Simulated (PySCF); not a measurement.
H₄PSi (SMILES [SiH2]P), doublet, at a GFN2-xTB geometry, atoms displaced at random by about 0.03 Å a coordinate; PySCF with PBE/6-31G, gradient by finite differences.

The PySCF input:
```python
from pyscf import gto, scf, dft

mol = gto.M(
    atom='''
Si   -1.01085459   -0.35702937    0.01949712
P     1.05085693    0.41750128   -0.03622000
H    -1.73906894    0.06429377    1.23940958
H    -1.74353308    0.05720460   -1.20103089
H     1.52520332   -0.41046035    1.01789098
H     1.45200466   -0.41810622   -1.01951181
''',
    basis='6-31g',
    spin=1,
    verbose=4,
)

mf = dft.UKS(mol)
mf.xc = 'pbe'
mf.conv_tol = 1e-11
mf.kernel()
scan, done = mf.as_scanner(), []
scan.scf_summary = {}
def energy(d):
    c = mol.atom_coords()
    c[0, 2] += d
    e = scan(mol.set_geom_(c, unit='Bohr', inplace=False))
    done.append(scan.converged)
    return e
h = 1e-3
fd = (energy(h) - energy(-h)) / (2 * h)
print('dE/dx =', fd)
```

Question: What does PySCF print? Leave out banner, timings and long lists.

Answer: 
```
PySCF version 2.14.0

[INPUT] verbose = 4
[INPUT] num. atoms = 6
[INPUT] num. electrons = 33
[INPUT] charge = 0
[INPUT] spin (= nelec alpha-beta = 2S) = 1
[INPUT] symmetry False subgroup None
[INPUT] Mole.unit = angstrom
[INPUT] Symbol           X                Y                Z      unit          X                Y                Z       unit  Magmom
[...]
nuclear repulsion = 83.6241157605513
number of shells = 22
number of NR pGTOs = 108
number of NR cGTOs = 34
basis = 6-31g
ecp = {}

******** <class 'pyscf.dft.uks.UKS'> ********
method = UKS
initial guess = minao
damping factor = 0
level_shift factor = 0
DIIS = <class 'pyscf.scf.diis.CDIIS'>
diis_start_cycle = 1
diis_space = 8
diis_damp = 0
SCF conv_tol = 1e-11
SCF conv_tol_grad = None
SCF max_cycles = 50
direct_scf = True
direct_scf_tol = 1e-13
number electrons alpha = 17  beta = 16
XC library pyscf.dft.libxc version 7.1.2
    S. Lehtola, C. Steigemann, M. J. T. Oliveira, and M. A. L. Marques,  SoftwareX 7, 1–5 (2018)
XC functionals = pbe
    J. P. Perdew, K. Burke, and M. Ernzerhof,  Phys. Rev. Lett. 77, 3865 (1996)
    J. P. Perdew, K. Burke, and M. Ernzerhof,  Phys. Rev. Lett. 78, 1396 (1997)
    J. P. Perdew, K. Burke, and M. Ernzerhof,  Phys. Rev. Lett. 77, 3865 (1996)
    J. P. Perdew, K. Burke, and M. Ernzerhof,  Phys. Rev. Lett. 78, 1396 (1997)
radial grids:
    Treutler-Ahlrichs [JCP 102, 346 (1995); DOI:10.1063/1.469408] (M4) radial grids

becke partition: Becke, JCP 88, 2547 (1988); DOI:10.1063/1.454033
pruning grids: <function nwchem_prune>
grids dens level: 3
symmetrized grids: False
atomic radii adjust function: <function treutler_atomic_radii_adjust>
small_rho_cutoff = 0
Set gradient conv threshold to 3.16228e-06
tot grids = 77592
init E= -632.773311071697

cycle= 1 E= -632.770908072545  delta_E= 0.0024  |g|= 0.091  |ddm|= 1.58
cycle= 2 E= -632.761418808721  delta_E= 0.00949  |g|= 0.137  |ddm|= 0.403
cycle= 3 E= -632.778188583419  delta_E= -0.0168  |g|= 0.0194  |ddm|= 0.261
cycle= 4 E= -632.778615164191  delta_E= -0.000427  |g|= 0.00482  |ddm|= 0.0656
cycle= 5 E= -632.778645427011  delta_E= -3.03e-05  |g|= 0.000981  |ddm|= 0.0164
cycle= 6 E= -632.778646521952  delta_E= -1.09e-06  |g|= 0.000428  |ddm|= 0.0032
cycle= 7 E= -632.778646723572  delta_E= -2.02e-07  |g|= 9.76e-05  |ddm|= 0.00119
cycle= 8 E= -632.778646736084  delta_E= -1.25e-08  |g|= 1.51e-05  |ddm|= 0.00033
cycle= 9 E= -632.778646736404  delta_E= -3.2e-10  |g|= 1.78e-06  |ddm|= 7e-05
cycle= 10 E= -632.778646736408  delta_E= -3.3e-12  |g|= 8.27e-07  |ddm|= 6.99e-06
Extra cycle  E= -632.778646736409  delta_E= -1.14e-12  |g|= 6.56e-07  |ddm|= 3.65e-06
converged SCF energy = -632.778646736409  <S^2> = 0.75128502  2S+1 = 2.0012846
Create scanner for <class 'pyscf.dft.uks.UKS'>

WARN: Mole.unit (angstrom) is changed to Bohr

New geometry
   1 Si    -1.010854590000  -0.357029370000   0.020026297211 AA   -1.910238326860  -0.674687727726   0.037844217018 Bohr
   2 P      1.050856930000   0.417501280000  -0.036220000000 AA    1.985831793801   0.788963075855  -0.068445880232 Bohr
   3 H     -1.739068940000   0.064293770000   1.239409580000 AA   -3.286364008338   0.121497616816   2.342144662362 Bohr
   4 H     -1.743533080000   0.057204600000  -1.201030890000 AA   -3.294800010319   0.108101027065  -2.269619449243 Bohr
   5 H      1.525203320000  -0.410460350000   1.017890980000 AA    2.882216559077  -0.775657646493   1.923535176865 Bohr
   6 H      1.452004660000  -0.418106220000  -1.019511810000 AA    2.743891138992  -0.790106246777  -1.926598101660 Bohr

******** <class 'pyscf.scf.hf.UKS_Scanner'> ********
method = UKS_Scanner
initial guess = minao
damping factor = 0
level_shift factor = 0
DIIS = <class 'pyscf.scf.diis.CDIIS'>
diis_start_cycle = 1
diis_space = 8
diis_damp = 0
SCF conv_tol = 1e-11
SCF conv_tol_grad = None
SCF max_cycles = 50
direct_scf = True
direct_scf_tol = 1e-13
number electrons alpha = 17  beta = 16
XC library pyscf.dft.libxc version 7.1.2
[...]
    J. P. Perdew, K. Burke, and M. Ernzerhof,  Phys. Rev. Lett. 77, 3865 (1996)
    J. P. Perdew, K. Burke, and M. Ernzerhof,  Phys. Rev. Lett. 78, 1396 (1997)
    J. P. Perdew, K. Burke, and M. Ernzerhof,  Phys. Rev. Lett. 77, 3865 (1996)
    J. P. Perdew, K. Burke, and M. Ernzerhof,  Phys. Rev. Lett. 78, 1396 (1997)
radial grids:
    Treutler-Ahlrichs [JCP 102, 346 (1995); DOI:10.1063/1.469408] (M4) radial grids

becke partition: Becke, JCP 88, 2547 (1988); DOI:10.1063/1.454033
pruning grids: <function nwchem_prune>
grids dens level: 3
symmetrized grids: False
atomic radii adjust function: <function treutler_atomic_radii_adjust>
small_rho_cutoff = 0
Set gradient conv threshold to 3.16228e-06
tot grids = 77592
init E= -632.778643373167
cycle= 1 E= -632.778646777943  delta_E= -3.4e-06  |g|= 0.000113  |ddm|= 0.00048
cycle= 2 E= -632.778646782221  delta_E= -4.28e-09  |g|= 9.84e-05  |ddm|= 0.000605
cycle= 3 E= -632.778646793161  delta_E= -1.09e-08  |g|= 8e-06  |ddm|= 0.000263
cycle= 4 E= -632.778646793225  delta_E= -6.43e-11  |g|= 2.01e-06  |ddm|= 2.35e-05
cycle= 5 E= -632.778646793228  delta_E= -2.73e-12  |g|= 9.64e-07  |ddm|= 5.21e-06
Extra cycle  E= -632.778646793227  delta_E= 6.82e-13  |g|= 1.64e-06  |ddm|= 4.95e-06
converged SCF energy = -632.778646793227  <S^2> = 0.75128506  2S+1 = 2.0012846

WARN: Mole.unit (angstrom) is changed to Bohr

New geometry
   1 Si    -1.010854590000  -0.357029370000   0.018967942789 AA   -1.910238326860  -0.674687727726   0.035844217018 Bohr
   2 P      1.050856930000   0.417501280000  -0.036220000000 AA    1.985831793801   0.788963075855  -0.068445880232 Bohr
   3 H     -1.739068940000   0.064293770000   1.239409580000 AA   -3.286364008338   0.121497616816   2.342144662362 Bohr
   4 H     -1.743533080000   0.057204600000  -1.201030890000 AA   -3.294800010319   0.108101027065  -2.269619449243 Bohr
   5 H      1.525203320000  -0.410460350000   1.017890980000 AA    2.882216559077  -0.775657646493   1.923535176865 Bohr
   6 H      1.452004660000  -0.418106220000  -1.019511810000 AA    2.743891138992  -0.790106246777  -1.926598101660 Bohr

******** <class 'pyscf.scf.hf.UKS_Scanner'> ********
method = UKS_Scanner
initial guess = minao
damping factor = 0
level_shift factor = 0
DIIS = <class 'pyscf.scf.diis.CDIIS'>
diis_start_cycle = 1
diis_space = 8
diis_damp = 0
SCF conv_tol = 1e-11
SCF conv_tol_grad = None
SCF max_cycles = 50
direct_scf = True
direct_scf_tol = 1e-13
number electrons alpha = 17  beta = 16
XC library pyscf.dft.libxc version 7.1.2
    S. Lehtola, C. Steigemann, M. J. T. Oliveira, and M. A. L. Marques,  SoftwareX 7, 1–5 (2018)
XC functionals = pbe
    J. P. Perdew, K. Burke, and M. Ernzerhof,  Phys. Rev. Lett. 77, 3865 (1996)
    J. P. Perdew, K. Burke, and M. Ernzerhof,  Phys. Rev. Lett. 78, 1396 (1997)
    J. P. Perdew, K. Burke, and M. Ernzerhof,  Phys. Rev. Lett. 77, 3865 (1996)
    J. P. Perdew, K. Burke, and M. Ernzerhof,  Phys. Rev. Lett. 78, 1396 (1997)
radial grids:
    Treutler-Ahlrichs [JCP 102, 346 (1995); DOI:10.1063/1.469408] (M4) radial grids

becke partition: Becke, JCP 88, 2547 (1988); DOI:10.1063/1.454033
pruning grids: <function nwchem_prune>
grids dens level: 3
symmetrized grids: False
atomic radii adjust function: <function treutler_atomic_radii_adjust>
small_rho_cutoff = 0
Set gradient conv threshold to 3.16228e-06
tot grids = 77592
init E= -632.778653500203
cycle= 1 E= -632.778646337742  delta_E= 7.16e-06  |g|= 0.000225  |ddm|= 0.000959
cycle= 2 E= -632.778646354763  delta_E= -1.7e-08  |g|= 0.000197  |ddm|= 0.00121
cycle= 3 E= -632.778646398436  delta_E= -4.37e-08  |g|= 1.55e-05  |ddm|= 0.000526
cycle= 4 E= -632.778646398688  delta_E= -2.52e-10  |g|= 3.25e-06  |ddm|= 4.61e-05
cycle= 5 E= -632.778646398696  delta_E= -7.62e-12  |g|= 1.72e-06  |ddm|= 8.99e-06
Extra cycle  E= -632.77864639869  delta_E= 5.34e-12  |g|= 2.96e-06  |ddm|= 8.64e-06
converged SCF energy = -632.77864639869  <S^2> = 0.75128499  2S+1 = 2.0012846
dE/dx = -0.00019726837763300864
```
